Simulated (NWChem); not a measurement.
System: CuF; SMILES [F][Cu]

NWChem input:

```
start job
memory heap 200 mb stack 900 mb global 1100 mb
geometry units angstroms noautosym nocenter noautoz
  Cu     0.000000     0.000000    -0.423717
  F      0.000000     0.000000     1.326289
end
basis spherical
  * library def2-svpd
end
dft
  xc b3lyp
  iterations 150
  vectors input atomic output neutral.movecs
end
task dft energy
charge 1
dft
  odft
  mult 2
  vectors input atomic output cation.movecs
end
task dft energy
charge -1
dft
  odft
  mult 2
  vectors input atomic output anion.movecs
end
task dft energy
```

Output (shortened):

```
             Northwest Computational Chemistry Package (NWChem) 7.3.0
             --------------------------------------------------------

                             Geometry "geometry" -> ""
                             -------------------------

 Output coordinates in angstroms (scale by  1.889725989 to convert to a.u.)

  No.       Tag          Charge          X              Y              Z
 ---- ---------------- ---------- -------------- -------------- --------------
    1 Cu                  29.0000     0.00000000     0.00000000    -0.42371700
    2 F                    9.0000     0.00000000     0.00000000     1.32628900

 Effective nuclear repulsion energy (a.u.)      78.9227362586

                                 NWChem DFT Module
                                 -----------------

 Summary of "ao basis" -> "ao basis" (spherical)
 ------------------------------------------------------------------------------
       Tag                 Description            Shells   Functions and Types
 ---------------- ------------------------------  ------  ---------------------
 Cu                        def2-svpd                12       34   5s4p2d1f
 F                         def2-svpd                 9       23   4s3p2d

            General Information
            -------------------
          SCF calculation type: DFT
          Wavefunction type:  closed shell.
          No. of atoms     :     2
          No. of electrons :    38
           Alpha electrons :    19
            Beta electrons :    19
          Charge           :     0
          Spin multiplicity:     1
          Use of symmetry is: off; symmetry adaption is: off
          Maximum number of iterations: 150
          AO basis - number of functions:    57
                     number of shells:    21
          Convergence on energy requested:  1.00D-06
          Convergence on density requested:  1.00D-05
          Convergence on gradient requested:  5.00D-04

              XC Information
              --------------
                         B3LYP Method XC Potential
                     Hartree-Fock (Exact) Exchange  0.200
                        Slater Exchange Functional  0.800 local
                    Becke 1988 Exchange Functional  0.720 non-local
              Lee-Yang-Parr Correlation Functional  0.810
                  VWN I RPA Correlation Functional  0.190 local

             Grid Information
             ----------------
          Grid used for XC integration:  medium
          Radial quadrature: Mura-Knowles
          Angular quadrature: Lebedev.
          Tag              B.-S. Rad. Rad. Pts. Rad. Cut. Ang. Pts.
          ---              ---------- --------- --------- ---------
          Cu                  1.35      112           9.0       590
          F                   0.50       49          10.0       434
          Grid pruning is: on
          Number of quadrature shells:   161
          Spatial weights used:  Erf1

      Superposition of Atomic Density Guess
      -------------------------------------

 Sum of atomic energies:       -1737.98278838

      Non-variational initial energy
      ------------------------------

 Total energy =   -1737.514764
 1-e energy   =   -2578.302945
 2-e energy   =     761.865445
 HOMO         =      -0.578846
 LUMO         =      -0.209194

   convergence    iter        energy       DeltaE   RMS-Dens  Diis-err
 ---------------- ----- ----------------- --------- --------- ---------
 d= 0,ls=0.0,diis     1  -1739.8998836945 -1.82D+03  9.43D-02  2.21D+00
 d= 0,ls=0.5,diis     2  -1729.5979001835  1.03D+01  3.08D-02  1.19D+02
 d= 0,ls=0.5,diis     3  -1734.6567621850 -5.06D+00  1.84D-02  6.25D+01
 d= 0,ls=0.5,diis     4  -1736.7987434144 -2.14D+00  1.64D-02  3.48D+01
 d= 0,ls=0.5,diis     5  -1738.2665374238 -1.47D+00  1.35D-02  1.47D+01
 d= 0,ls=0.5,diis     6  -1739.0368109130 -7.70D-01  1.21D-02  5.42D+00
 d= 0,ls=0.5,diis     7  -1739.4167140799 -3.80D-01  1.03D-02  1.18D+00
 d= 0,ls=0.5,diis     8  -1739.5345601699 -1.18D-01  6.39D-03  7.87D-02
  Resetting Diis
 d= 0,ls=0.5,diis     9  -1739.5500337669 -1.55D-02  4.10D-03  9.31D-03
 d= 0,ls=0.5,diis    10  -1739.5533466380 -3.31D-03  3.88D-03  3.13D-03
 d= 0,ls=0.5,diis    11  -1739.5583575510 -5.01D-03  1.66D-02  9.24D-03
 d= 0,ls=0.5,diis    12  -1739.6698504319 -1.11D-01  2.69D-02  2.33D-01
 d= 0,ls=0.5,diis    13  -1739.7700261264 -1.00D-01  1.72D-02  2.38D+00
 d= 0,ls=0.5,diis    14  -1739.6315400942  1.38D-01  9.45D-03  5.30D+00
 d= 0,ls=0.5,diis    15  -1739.5466962760  8.48D-02  5.18D-03  6.53D+00
 d= 0,ls=0.5,diis    16  -1739.5170402721  2.97D-02  2.79D-03  6.92D+00
 d= 0,ls=0.5,diis    17  -1739.5186867290 -1.65D-03  1.52D-03  6.91D+00
 d= 0,ls=0.5,diis    18  -1739.5191903565 -5.04D-04  8.30D-04  6.91D+00
 d= 0,ls=0.5,diis    19  -1739.5197091197 -5.19D-04  4.51D-04  6.91D+00
 d= 0,ls=0.5,diis    20  -1739.5197822271 -7.31D-05  2.65D-04  6.91D+00
 d= 0,ls=0.5,diis    21  -1739.5174550564  2.33D-03  2.44D-04  6.93D+00
 d= 0,ls=0.5,diis    22  -1739.5307866371 -1.33D-02  5.38D-03  6.79D+00
 d= 0,ls=0.5,diis    23  -1739.7989819568 -2.68D-01  7.61D-03  3.72D+00
 d= 0,ls=0.5,diis    24  -1740.0373442029 -2.38D-01  5.02D-03  7.24D-01
 d= 0,ls=0.5,diis    25  -1740.0913188356 -5.40D-02  2.55D-03  5.28D-02
 d= 0,ls=0.5,diis    26  -1740.0975580646 -6.24D-03  1.35D-03  4.74D-03
 d= 0,ls=0.5,diis    27  -1740.0990350778 -1.48D-03  8.52D-04  1.51D-03
 d= 0,ls=0.5,diis    28  -1740.0997228018 -6.88D-04  6.26D-04  9.13D-04
 d= 0,ls=0.5,diis    29  -1740.1000907799 -3.68D-04  4.90D-04  1.05D-03
 d= 0,ls=0.5,diis    30  -1740.1003456898 -2.55D-04  4.03D-04  6.07D-04
 d= 0,ls=0.5,diis    31  -1740.1005017199 -1.56D-04  3.05D-04  3.73D-04
 d= 0,ls=0.5,diis    32  -1740.1005874138 -8.57D-05  2.50D-04  3.34D-04
 d= 0,ls=0.5,diis    33  -1740.1006455440 -5.81D-05  2.14D-04  2.63D-04
 d= 0,ls=0.5,diis    34  -1740.1006789449 -3.34D-05  1.67D-04  2.95D-04
 d= 0,ls=0.5,diis    35  -1740.1007050319 -2.61D-05  1.31D-04  2.23D-04
 d= 0,ls=0.5,diis    36  -1740.1007230694 -1.80D-05  9.83D-05  1.47D-04
 d= 0,ls=0.5,diis    37  -1740.1007346741 -1.16D-05  7.44D-05  8.73D-05
 d= 0,ls=0.5,diis    38  -1740.1007413920 -6.72D-06  5.73D-05  5.60D-05
 d= 0,ls=0.5,diis    39  -1740.1007456387 -4.25D-06  4.41D-05  3.47D-05
 d= 0,ls=0.5,diis    40  -1740.1007482238 -2.59D-06  3.45D-05  2.20D-05
 d= 0,ls=0.5,diis    41  -1740.1007498355 -1.61D-06  2.70D-05  1.39D-05
 d= 0,ls=0.5,diis    42  -1740.1007508223 -9.87D-07  2.13D-05  8.97D-06
 d= 0,ls=0.5,diis    43  -1740.1007514541 -6.32D-07  1.67D-05  5.64D-06
 d= 0,ls=0.5,diis    44  -1740.1007518487 -3.95D-07  1.31D-05  3.53D-06
 d= 0,ls=0.5,diis    45  -1740.1007520954 -2.47D-07  1.03D-05  2.20D-06
 d= 0,ls=0.5,diis    46  -1740.1007522494 -1.54D-07  8.08D-06  1.35D-06

         Total DFT energy =    -1740.100752343523
      One electron energy =    -2584.201466828229
           Coulomb energy =      842.893159959741
    Exchange-Corr. energy =      -77.715181733608
 Nuclear repulsion energy =       78.922736258574

 Numeric. integr. density =       38.000007566617

                       DFT Final Molecular Orbital Analysis
                       ------------------------------------

 Vector   17  Occ=2.000000D+00  E=-2.687652D-01
              MO Center=  4.4D-08,  2.0D-08,  7.0D-02, r^2= 1.1D+00
   Bfn.  Coefficient  Atom+Function         Bfn.  Coefficient  Atom+Function
  ----- ------------  ---------------      ----- ------------  ---------------
    19      0.507746  1 Cu d -1              21     -0.507715  1 Cu d  1
    39      0.266529  2 F  px                40      0.266545  2 F  py
    24      0.182992  1 Cu d -1              26     -0.182981  1 Cu d  1
    42     -0.179131  2 F  px                43     -0.179142  2 F  py
    12     -0.067160  1 Cu px                13     -0.067164  1 Cu py

 Vector   18  Occ=2.000000D+00  E=-2.687649D-01
              MO Center=  8.9D-08, -1.1D-07,  7.0D-02, r^2= 1.1D+00
   Bfn.  Coefficient  Atom+Function         Bfn.  Coefficient  Atom+Function
  ----- ------------  ---------------      ----- ------------  ---------------
    19      0.507716  1 Cu d -1              21      0.507746  1 Cu d  1
    39     -0.266544  2 F  px                40      0.266528  2 F  py
    24      0.182981  1 Cu d -1              26      0.182992  1 Cu d  1
    42      0.179142  2 F  px                43     -0.179131  2 F  py
    12      0.067165  1 Cu px                13     -0.067161  1 Cu py

 Vector   19  Occ=2.000000D+00  E=-2.568775D-01
              MO Center=  1.6D-07, -1.1D-07, -1.6D-01, r^2= 1.1D+00
   Bfn.  Coefficient  Atom+Function         Bfn.  Coefficient  Atom+Function
  ----- ------------  ---------------      ----- ------------  ---------------
    20      0.698415  1 Cu d  0               4     -0.432816  1 Cu s
    25      0.268021  1 Cu d  0              41     -0.253612  2 F  pz
     3      0.193123  1 Cu s                 44      0.184282  2 F  pz
    38      0.114453  2 F  s                 14     -0.061385  1 Cu pz
    11      0.056681  1 Cu pz                17     -0.053116  1 Cu pz

 Vector   20  Occ=0.000000D+00  E=-1.217480D-01
              MO Center=  2.0D-07, -4.3D-07, -1.1D+00, r^2= 3.0D+00
   Bfn.  Coefficient  Atom+Function         Bfn.  Coefficient  Atom+Function
  ----- ------------  ---------------      ----- ------------  ---------------
     4      0.663039  1 Cu s                 14     -0.304824  1 Cu pz
     5      0.280890  1 Cu s                  3     -0.262486  1 Cu s
    20      0.226018  1 Cu d  0              17     -0.196786  1 Cu pz
    41     -0.197663  2 F  pz                11      0.128490  1 Cu pz
    44      0.115571  2 F  pz                25      0.079560  1 Cu d  0

 Vector   21  Occ=0.000000D+00  E=-3.752227D-03
              MO Center= -2.8D-07,  2.7D-07, -6.7D-01, r^2= 7.4D+00
   Bfn.  Coefficient  Atom+Function         Bfn.  Coefficient  Atom+Function
  ----- ------------  ---------------      ----- ------------  ---------------
    15      0.657474  1 Cu px                16     -0.657768  1 Cu py
    12      0.224147  1 Cu px                13     -0.224247  1 Cu py
    45     -0.163388  2 F  px                46      0.163461  2 F  py
     9     -0.091776  1 Cu px                10      0.091817  1 Cu py
    39      0.088863  2 F  px                40     -0.088903  2 F  py

 Vector   22  Occ=0.000000D+00  E=-3.752084D-03
              MO Center= -2.4D-09, -5.2D-09, -6.7D-01, r^2= 7.4D+00
   Bfn.  Coefficient  Atom+Function         Bfn.  Coefficient  Atom+Function
  ----- ------------  ---------------      ----- ------------  ---------------
    15      0.657768  1 Cu px                16      0.657474  1 Cu py
    12      0.224247  1 Cu px                13      0.224147  1 Cu py
    45     -0.163461  2 F  px                46     -0.163388  2 F  py
     9     -0.091817  1 Cu px                10     -0.091776  1 Cu py
    39      0.088903  2 F  px                40      0.088863  2 F  py

     Multipole analysis of the density
     ---------------------------------

     L   x y z        total         alpha         beta         nuclear
     -   - - -        -----         -----         ----         -------
     0   0 0 0     -0.000000    -19.000000    -19.000000     38.000000

     1   1 0 0     -0.000002     -0.000001     -0.000001      0.000000
     1   0 1 0      0.000001      0.000001      0.000001      0.000000
     1   0 0 1     -2.153005     -0.744674     -0.744674     -0.663657

     2   2 0 0    -12.670891     -6.335446     -6.335446      0.000000
     2   1 1 0     -0.000085     -0.000042     -0.000042      0.000000
     2   1 0 1     -0.000000     -0.000000     -0.000000      0.000000
     2   0 2 0    -12.670891     -6.335446     -6.335446      0.000000
     2   0 1 1     -0.000000     -0.000000     -0.000000      0.000000
     2   0 0 2    -14.087079    -44.607439    -44.607439     75.127799

                                 NWChem DFT Module
                                 -----------------

            General Information
            -------------------
          SCF calculation type: DFT
          Wavefunction type:  spin polarized.
          No. of atoms     :     2
          No. of electrons :    37
           Alpha electrons :    19
            Beta electrons :    18
          Charge           :     1
          Spin multiplicity:     2
          Use of symmetry is: off; symmetry adaption is: off
          Maximum number of iterations: 150
          AO basis - number of functions:    57
                     number of shells:    21
          Convergence on energy requested:  1.00D-06
          Convergence on density requested:  1.00D-05
          Convergence on gradient requested:  5.00D-04

              XC Information
              --------------
                         B3LYP Method XC Potential
                     Hartree-Fock (Exact) Exchange  0.200
                        Slater Exchange Functional  0.800 local
                    Becke 1988 Exchange Functional  0.720 non-local
              Lee-Yang-Parr Correlation Functional  0.810
                  VWN I RPA Correlation Functional  0.190 local

             Grid Information
             ----------------
          Grid used for XC integration:  medium
          Radial quadrature: Mura-Knowles
          Angular quadrature: Lebedev.
          Tag              B.-S. Rad. Rad. Pts. Rad. Cut. Ang. Pts.
          ---              ---------- --------- --------- ---------
          Cu                  1.35      112           9.0       590
          F                   0.50       49          10.0       434
          Grid pruning is: on
          Number of quadrature shells:   161
          Spatial weights used:  Erf1

      Superposition of Atomic Density Guess
      -------------------------------------

 Sum of atomic energies:       -1737.98278838

 Renormalizing density from      38.00 to     37

      Non-variational initial energy
      ------------------------------

 Total energy =   -1709.235260
 1-e energy   =   -2510.452867
 2-e energy   =     722.294871
 HOMO         =      -1.072272
 LUMO         =      -0.569128

[...]
```

Level: B3LYP/def2-SVPD, vertical spin-unrestricted ions. Coordinates come from a PBE0/def2-SVP optimisation. B3LYP is NWChem's, with the RPA form of VWN correlation.
